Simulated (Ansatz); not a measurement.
Basis sets compared for Sn(vinyl)I3 (C₂H₃I₃Sn). Total charge 0; singlet. Geometry PBE-D4/def2-SVP. Ansatz on 2 threads of AMD EPYC 7R13 on a shared host and a share (18 GiB) of an NVIDIA H100 80GB HBM3; times are rough, and most runs start from earlier orbitals.

| atom | x (Å) | y (Å) | z (Å) |
| --- | --- | --- | --- |
| Sn1 | -0.596 | -1.027 | -0.532 |
| C2 | 0.104 | 0.972 | -0.133 |
| C3 | 0.909 | 1.249 | 0.902 |
| H4 | -0.249 | 1.744 | -0.840 |
| H5 | 1.265 | 0.482 | 1.612 |
| H6 | 1.258 | 2.280 | 1.092 |
| I7 | 1.497 | -2.715 | -0.940 |
| I8 | -2.174 | -0.994 | -2.740 |
| I9 | -2.014 | -1.990 | 1.579 |

In the def2 sets I, Sn take a core potential; there is no spin–orbit coupling.

Binding counts from free atoms (Sn triplet, C triplet, H doublet, I doublet) in the same basis, without a counterpoise term.

```tsv
level	functions	energy (Eh)	HOMO (eV)	LUMO (eV)	binding per atom (eV)	wall time
PBE-D4/def2-SVP	147	-1185.3379	-6.40	-3.71	3.41	3 s
PBE0-D4/def2-SVP	147	-1185.4342	-7.58	-3.06	3.34	5.5 s
```

(1) Estimate the rows for PBE-D4/def2-TZVP, PBE0-D4/def2-TZVP.

## Answers

(1) 
```
            level  functions  energy (Eh)  HOMO (eV)  LUMO (eV)  binding per atom (eV)  wall time
 PBE-D4/def2-TZVP        280   -1185.4623      -6.50      -3.75                   3.40       11 s
PBE0-D4/def2-TZVP        280   -1185.5550      -7.64      -3.06                   3.34       18 s
```
